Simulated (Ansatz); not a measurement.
Two isomers of C2H6ClFSi: A = `CC(F)([SiH3])Cl`, B = `C[Si](C)(F)Cl`.

Calculated with Ansatz (gas phase, PBE0-D4/def2-TZVP geometries, no zero-point term in ΔE). CCSD(T)/CBS adds triple-zeta CCSD(T) − MP2 to the extrapolated MP2 energy (def2 sets, frozen cores). Functionals use def2-TZVPP. B3LYP here is the variant with VWN-RPA as its local correlation; programs differ in this.

(1) Which isomer does CCSD(T)/CBS put lower? Give the gap. (An estimate is asked.)

(2) Give E(B) − E(A) in kJ/mol with CCSD(T)/def2-TZVPP, B2PLYP, CCSD(T)/def2-SVP, r2SCAN-D4, B3LYP, ωB97M-V, PBE0-D4. (An estimate is asked.)

(3) Does the order hold for the free energy at 298.15 K (harmonic terms from PBE0-D4)? (An estimate is asked.)

Largest T1 diagnostic: 0.011.

Answers

(1) Computed: B, by 455.6 kJ/mol.

(2) Computed: CCSD(T)/def2-TZVPP -449.4, B2PLYP -453.3, CCSD(T)/def2-SVP -405.1, r2SCAN-D4 -453.0, B3LYP -445.0, ωB97M-V -451.8, PBE0-D4 -445.0. None reverses the order clearly.

(3) Computed: Yes: G(B) − G(A) = -442.4 kJ/mol.

From r2SCAN to r2SCAN0 (25 % exact exchange), in def2-TZVPP and without D4, E(B) − E(A) moves by −8.9 kJ/mol. At CCSD(T), def2-SVP lies +50.5 kJ/mol from the extrapolated value and def2-TZVPP +6.3 kJ/mol.
